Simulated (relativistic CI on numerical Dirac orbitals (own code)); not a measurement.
Electric-dipole lines of K IV

Method of calculation: Dirac-Coulomb-Breit CI, separate exchange-only KLI orbitals for each configuration, model QED (radiative potential, 1s self-energy scaled to tabulated hydrogen-like ionisation energies), valence Slater integrals scaled by 0.85, P86 correlation energy added to each configuration (own radial code, finite nucleus).

CI space (outside the closed core [Ne]): 3s2.3p4, 3s.3p5, 3s2.3p3.3d, 3p6, 3s.3p4.3d, 3s2.3p3.4s, 3s2.3p3.4p, 3s2.3p3.4d, 3s2.3p3.5s, 3s2.3p3.4f, 3s2.3p3.5p, 3s2.3p3.5d, 3p5.3d, 3s2.3p3.5f, 3s2.3p2.3d2, 3s2.3p.3d3, 3s.3p2.3d3, 3s2.3p.3d2.4s, 3s2.3p.3d2.4p, 3s2.3p.3d2.4d. Double excitations out of closed p, d and f shells are left out; levels of such configurations are missing from the list, as are those of other unlisted configurations, and high levels can miss mixing partners. These lack a partner that the ground configuration has and come out too high: 3s2.3p3.5s, 3s2.3p3.4f, 3s2.3p3.5p, 3s2.3p3.5d, 3s2.3p3.5f.

```tsv
λ vac (Å)	Lower	Upper	A (s⁻¹)	gf	Branching (%)
359.73	3s2.3p4 3P_2 [1]	3s2.3p3.3d 1D°_2 [46]	1.36e+08	1.32e-02	0.3
361.89	3s2.3p4 3P_1 [2]	3s2.3p3.3d 1D°_2 [46]	1.78e+08	1.74e-02	0.4
381.80	3s2.3p4 1D_2 [4]	3s2.3p3.3d 1D°_2 [46]	4.77e+10	5.21e+00	99.3
389.23	3s2.3p4 3P_2 [1]	3s2.3p3.3d 3S°_1 [37]	2.41e+10	1.64e+00	57.0
391.76	3s2.3p4 3P_1 [2]	3s2.3p3.3d 3S°_1 [37]	1.36e+10	9.38e-01	32.2
392.73	3s2.3p4 3P_0 [3]	3s2.3p3.3d 3S°_1 [37]	4.48e+09	3.11e-01	10.6
415.19	3s2.3p4 1D_2 [4]	3s2.3p3.3d 3S°_1 [37]	9.49e+07	7.36e-03	0.2
```

Terms are leading LS components. Brackets give the number of a level in order of energy, since labels repeat. The list gives strong lines, with weight on those to low levels, without lines whose two gauges differ by over a factor of 2.5, among the lowest 200 of 1823 levels, so that lines to higher ones, which can be the strongest, are missing, and without lines across small gaps between configurations, and without 227 lines that miss the measured interval by over 3.5 %, start from a term whose rates miss tabulated ones by over 60 %, have gauges far apart or, lacking measured levels, span too small a gap for the errors found; lines with a level outside our table were not tested and can miss by more. Levels whose partners in the same complex of configurations lie outside the list can be far off, and so can their lines. Rates are taken at the computed energies, electric ones in the length gauge.

Correlation outside the listed configurations is missing or only estimated: errors of thousands of cm⁻¹ between configurations and terms are usual at this charge. Rates and lifetimes follow the computed energies and can be off by large factors. The fine structure of a lone outer electron comes out too small, for d and f at times inverted, and misplaced configurations move strength between like terms. 29 of the 36 excited levels that our extract of the measured tables holds in this range could be paired (the sources list more); they are missed by 11304 cm⁻¹ on average and 17220 at most, and levels without a partner can miss by more.
